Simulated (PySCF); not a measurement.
# Which element holds F most strongly?

PBE in PySCF with def2-SVPD on every atom (core potentials on Sn, Sb), for the lowest determinant that a PBE0 search found; no spin–orbit coupling. D0 is De less the harmonic zero-point energy.

```
 M  state (unpaired electrons)  Re (Å)  ωe (cm⁻¹)  D0(MF) (eV)
Sb              triplet (π ↑↑)   1.993        563         4.40
Sn               doublet (π ↑)   2.013        534         5.20
 C               doublet (π ↑)   1.289       1259         6.23
Al      singlet (closed shell)   1.718        732         6.99
 B      singlet (closed shell)   1.282       1321         7.95
```

Order the elements by D0 and give the energy of SnF + Al → AlF + Sn.

B > Al > C > Sn > Sb; ΔE = 5.20 − 6.99 = -1.79 eV at PBE/def2-SVPD. Close neighbours can swap at other levels.

Spin–orbit coupling is left out, which matters for elements this heavy, above all for dissociation energies. States were picked by a PBE0 search and need not be the measured ground states.
